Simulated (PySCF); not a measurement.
# Relaxation of doublet Ga(OH)2

Method: UPBE0 in PySCF with Ga def2-TZVP, O def2-TZVP, H def2-TZVP; no relativity; density-fitted integrals. A (50,194) grid was used.

A hand-made linear (heavy-atom frame) start, of C2h symmetry, held to at least that symmetry:

```xyz
5
charge 0 multiplicity 2, angstrom
Ga    0.0000    0.0000    0.0000
O     0.0000    0.0000    1.8700
O     0.0000    0.0000   -1.8700
H    -0.7354    0.0000    2.4871
H     0.7354    0.0000   -2.4871
```

At each step, columns x, y, z (Å) and Fx, Fy, Fz (eV/Å):

```
step 0  E − E(last) = 12.17 kJ/mol
Ga   0.000   0.000   0.000   0.000   0.000   0.000
O    0.000   0.000   1.870   0.510   0.000  -0.534
O    0.000   0.000  -1.870  -0.510   0.000   0.534
H   -0.735   0.000   2.487  -0.325   0.000  -0.196
H    0.735   0.000  -2.487   0.325   0.000   0.196
step 1  E − E(last) = 5.83 kJ/mol
Ga   0.000   0.000   0.000   0.000   0.000   0.000
O    0.030   0.000   1.842   0.145   0.000   0.076
O   -0.030   0.000  -1.842  -0.145   0.000  -0.076
H   -0.740   0.000   2.427  -0.009   0.000  -0.330
H    0.740   0.000  -2.427   0.009   0.000   0.330
step 2  E − E(last) = 1.85 kJ/mol
Ga   0.000   0.000   0.000   0.000   0.000   0.000
O    0.075   0.000   1.820  -0.146   0.000   0.510
O   -0.075   0.000  -1.820   0.146   0.000  -0.510
H   -0.747   0.000   2.338   0.218   0.000  -0.280
H    0.747   0.000  -2.338  -0.218   0.000   0.280
step 3  E − E(last) = 0.69 kJ/mol
Ga   0.000   0.000   0.000   0.000   0.000   0.000
O    0.092   0.000   1.825  -0.149   0.000   0.374
O   -0.092   0.000  -1.825   0.149   0.000  -0.374
H   -0.750   0.000   2.305   0.187   0.000  -0.173
H    0.750   0.000  -2.305  -0.187   0.000   0.173
step 4  E − E(last) = 0.01 kJ/mol
Ga   0.000   0.000   0.000   0.000   0.000   0.000
O    0.105   0.000   1.837  -0.008   0.000   0.051
O   -0.105   0.000  -1.837   0.008   0.000  -0.051
H   -0.752   0.000   2.283   0.011   0.000  -0.013
H    0.752   0.000  -2.283  -0.011   0.000   0.013
step 5  E − E(last) = 0.00 kJ/mol
Ga   0.000   0.000   0.000   0.000   0.000   0.000
O    0.106   0.000   1.840  -0.008   0.000   0.007
O   -0.106   0.000  -1.840   0.008   0.000  -0.007
H   -0.753   0.000   2.281   0.005   0.000  -0.003
H    0.753   0.000  -2.281  -0.005   0.000   0.003
step 6  E − E(last) = 0.00 kJ/mol
Ga   0.000   0.000   0.000   0.000   0.000   0.000
O    0.106   0.000   1.840   0.003   0.000  -0.002
O   -0.106   0.000  -1.840  -0.003   0.000   0.002
H   -0.753   0.000   2.282  -0.006   0.000   0.001
H    0.753   0.000  -2.282   0.006   0.000  -0.001
```

It ends at C2h with Ga–O 1.843 Å (×2), O–H 0.966 Å (×2); Ga–O–H 113.9° (×2), O–Ga–O 180.0°. A frequency run shows 3 imaginary modes, down to 328i cm⁻¹, so it is a higher-order saddle point. Other isomers or separated fragments may lie lower.
